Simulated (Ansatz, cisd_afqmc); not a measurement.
Species: C3H3, charge 1, singlet. A triplet may lie lower; no result for it is given here. C3H3+ (parent SMILES [CH]=C=C, singlet).
B3LYP-D3(BJ)/def2-TZVP minimum from Ansatz (an electronic-structure program):
```xyz
6

C      1.2489     0.1199     0.4370
C      0.0985     0.0095     0.0345
C     -1.1622    -0.1116    -0.4067
H      2.2584     0.2168     0.7903
H     -1.6564     0.7169    -0.9120
H     -1.7133    -1.0404    -0.2672
```
Charge +1, spin multiplicity 1.

Total energies in cc-pVDZ, 14 correlated electrons, 3 frozen orbitals. Open shells are spin-unrestricted; no spin-orbit coupling. Correlated methods leave the cores frozen. No relativity. AFQMC/CISD: phaseless, guided by CISD from CCSD amplitudes; bars are statistical, one sigma. Outlying blocks are dropped, and bars are widened where a walk drifts. Over all cases where full CI ran beside it in this data, AFQMC minus full CI had a median of +0.1 mEh and passed +0.4 mEh in a tenth of the cases. The restricted determinant of C3H3+ (parent SMILES [CH]=C=C, singlet) is unstable towards broken spin symmetry in at least one set run. The spin of C3H3+ (parent SMILES [CH]=C=C, singlet) was assumed, and the state is the lowest solution found for it.

```csv
method,program,energy (Eh),minus CCSDT(Q) (mEh)
HF,Ansatz,-114.95862,401.12
MP2,Ansatz,-115.30994,49.79
CCSD,Ansatz,-115.33914,20.60
CCSD(T),Ansatz,-115.35709,2.65
CCSDT(Q),Ansatz,-115.35974,0.00
AFQMC/CISD,cisd_afqmc,-115.3575 ± 0.0004,2.3 ± 0.4
```

Rough core times of Ansatz's runs on a shared machine: CCSD(T) under 20 s, CCSDT(Q) 60 s.
